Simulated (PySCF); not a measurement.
C4H5N2OS2 (doublet state).
Z-matrix (Å and degrees, GFN2-xTB geometry), rows numbered from 1:
```
C 
S   1  1.6944
C   2  1.8458  1  100.84
O   3  1.3957  2  110.76  1    74.79
C   4  1.3297  3  117.49  2   -87.39
N   5  1.3573  4  122.46  3   -17.93
C   6  1.2914  5  108.88  4  -177.52
S   7  1.7222  6  112.30  5     0.25
N   5  1.3095  4  119.27  3   164.70
H   1  1.0719  2  119.54  3    38.79
H   1  1.0706  2  116.48  3  -161.95
H   3  1.0894  2  106.36  1  -169.06
H   3  1.0921  2  108.28  1   -48.46
H   7  1.0702  6  123.84  5  -179.87
```

The hyperfine couplings belong to this conformer and change with its torsions.

As a line formula: `[CH2]SCOc1ncsn1` [radical].

Level of theory: UKS B3LYP, pcH-1 on C H N O S, non-relativistic, mean-field spin-orbit, GIAO in PySCF. Isolated species at its GFN2-xTB geometry (one conformer only). A GFN2-xTB geometry isn't a minimum of the functional, and hyperfine couplings can be far from their values at a DFT geometry. No stability test was run, so a lower SCF solution isn't excluded.

(1) The isotropic 13C couplings are +108.6, +30.0 MHz. Assign them to C1; C3.

## Answers

(1) 
| site | a_iso (MHz) | ρ(0) (bohr⁻³) | position | distance from C1 (Å) | spin population | largest \|T\| (MHz) |
| --- | --- | --- | --- | --- | --- | --- |
| C1 | +108.6 | +0.0964 | largest spin population | 0.00 | +0.85 | 136.4 |
| C3 | +30.0 | +0.0267 | 2 bonds from C1 | 2.73 | +0.02 | 4.2 |

ρ(0) is the spin density at the nucleus and T the dipolar tensor; a_iso includes a spin–orbit part; entries for several nuclei are means. The Mulliken spin populations are largest on C1 (+0.85) and S2 (+0.17). The angles at C1 add up to 356.6°, so it is nearly planar; its axial dipolar tensor and the negative couplings of its protons fit spin in a p orbital normal to that plane.

The spin density at the nucleus, in bohr⁻³, is negative for H11 (-0.0119) and H10 (-0.0075), for instance. A restricted open-shell determinant has no negative spin density anywhere; here it arises because α and β orbitals differ (spin polarisation).

Means are taken over nuclei equivalent by connectivity, which assumes that they swap fast. H10 and H11 aren't averaged: C1 is flat or nearly so (angle sum 357°), and its turn about the short C1–S2 bond (1.69 Å) is taken as slow.
